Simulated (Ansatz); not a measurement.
Consider the substitution at a C–N bond: `CC(C)(C)[NH][Sn]([Cl])([Cl])[Cl]` + `[NH2][In]([F])[F]` → `CC(C)(C)[NH][In]([F])[F]` + `[NH2][Sn]([Cl])([Cl])[Cl]`.

Calculated with Ansatz (gas phase, PBE0-D4/def2-TZVP geometries, no zero-point term in ΔE). CCSD(T)/CBS is the MP2 limit (def2-TZVPP, def2-QZVPP) plus CCSD(T) − MP2 in def2-TZVPP, frozen cores. DFT in def2-TZVPP. Elements past krypton have def2 core potentials. For In, Sn outer-core shells are correlated without core-valence functions, which leaves a few kJ/mol of doubt a bond. One conformer a species, not always the lowest.

```json
{"level": "revPBE-D4", "ΔE (kJ/mol)": "3.3"}
{"level": "B97M-V", "ΔE (kJ/mol)": "1.8"}
{"level": "PBE0-D4", "ΔE (kJ/mol)": "3.7"}
{"level": "r2SCANh", "ΔE (kJ/mol)": "-0.3"}
{"level": "LC-ωPBE", "ΔE (kJ/mol)": "0.8"}
{"level": "MP2/def2-SVP", "ΔE (kJ/mol)": "6.6"}
{"level": "CCSD/def2-TZVPP", "ΔE (kJ/mol)": "2.8"}
{"level": "CCSD/CBS(def2)", "ΔE (kJ/mol)": "2.9"}
```

Question: What does CCSD(T)/CBS give? (Best estimate.)

Answer: Ansatz gave: +3.8 kJ/mol. The listed levels differ from it by -0.5, -2.0, -0.1, -4.1, -3.0, 2.8, -1.0, -0.9 kJ/mol.

Largest T1 diagnostic among the species: 0.016.

The D4 term adds +7.5 kJ/mol with B3LYP and +5.0 kJ/mol with PBE0; it sums over pairs of atoms, weighted by their polarisabilities, and B3LYP, whose exchange is more repulsive, gets the larger term. In def2-TZVPP, CCSD(T) changes the Hartree–Fock value by +5.2 kJ/mol (the triples alone add +0.9 kJ/mol) and MP2 by +7.0 kJ/mol. From BLYP to BHLYP (50 % exact exchange), in def2-TZVPP and without D4, ΔE moves by +4.2 kJ/mol.

B3LYP here is the variant with VWN-RPA as its local correlation; programs differ in this.
